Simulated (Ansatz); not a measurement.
Be(NMe2)(SiH3) (C₂H₉BeNSi), SMILES C[N](C)[Be][SiH3]. Atoms are numbered in the order given.

```xyz
14

Be    -0.2438     0.1432     0.1815
N      0.8445    -0.4679    -0.6615
C      2.2505    -0.1395    -0.5152
C      0.5965    -1.4465    -1.7041
H      2.8555    -1.0322    -0.2594
H      2.6721     0.2835    -1.4487
H      2.4025     0.6041     0.2841
H      0.9387    -1.0860    -2.6946
H      1.1236    -2.4007    -1.5044
H     -0.4790    -1.6731    -1.7871
Si    -1.8014     1.0123     1.4082
H     -2.8611     0.0171     1.7768
H     -2.5110     2.1565     0.7496
H     -1.2617     1.5437     2.7030
```

Geometry optimised at B3LYP-D3(BJ)/def2-SVP. Other conformers were not sampled.

Two levels are set side by side: PBE-D3(BJ)/def2-SVP (Ansatz, a first-principles code) and B3LYP-D3(BJ)/def2-SVP (Ansatz). Each level has its own optimised geometry; the coordinates shown are those of the second. Differences are taken from unrounded values.

| quantity | B3LYP-D3(BJ) | PBE-D3(BJ) | PBE-D3(BJ) minus B3LYP-D3(BJ) |
|---|---|---|---|
| mean bond length (Å) | 1.362 | 1.370 | 0.008 |
| bond Be1–N2 (Å) | 1.506 | 1.516 | 0.010 |
| bond Be1–Si11 (Å) | 2.165 | 2.168 | 0.004 |
| bond N2–C3 (Å) | 1.451 | 1.452 | 0.001 |
| bond N2–C4 (Å) | 1.451 | 1.452 | 0.001 |
| bond C3–H5 (Å) | 1.108 | 1.117 | 0.008 |
| bond C3–H6 (Å) | 1.108 | 1.117 | 0.008 |
| bond C3–H7 (Å) | 1.102 | 1.110 | 0.008 |
| bond C4–H8 (Å) | 1.108 | 1.117 | 0.008 |
| bond C4–H9 (Å) | 1.108 | 1.117 | 0.008 |
| bond C4–H10 (Å) | 1.102 | 1.110 | 0.008 |
| bond Si11–H12 (Å) | 1.500 | 1.512 | 0.012 |
| bond Si11–H13 (Å) | 1.499 | 1.511 | 0.012 |
| bond Si11–H14 (Å) | 1.500 | 1.513 | 0.012 |

Exact exchange shortens and stiffens bonds; PBE has none. Differences between two approximate levels are no errors against the true value.
